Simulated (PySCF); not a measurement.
A structure optimised at PBE-D3(BJ)/def2-SVP, used in a PySCF frequency run:

```xyz
10

O      1.2645    -1.3851    -0.3635
C      0.8883    -0.4968     0.3904
O      1.6239    -0.0572     1.4310
Si    -0.8232     0.3345     0.0748
O     -1.5221    -0.7320    -1.0003
O     -0.4338     1.8336    -0.5570
H      2.4609    -0.5811     1.4195
H     -1.7242     0.4617     1.2614
H     -0.8167    -1.2808    -1.4046
H     -1.1844     2.4231    -0.7467
```

Q: Write its SMILES and formula.

A: O=C(O)[SiH](O)O, CH4O4Si

Q: What are its rotational constants (standard atomic weights)?

A: 4.1539, 2.2830, 1.7146 GHz
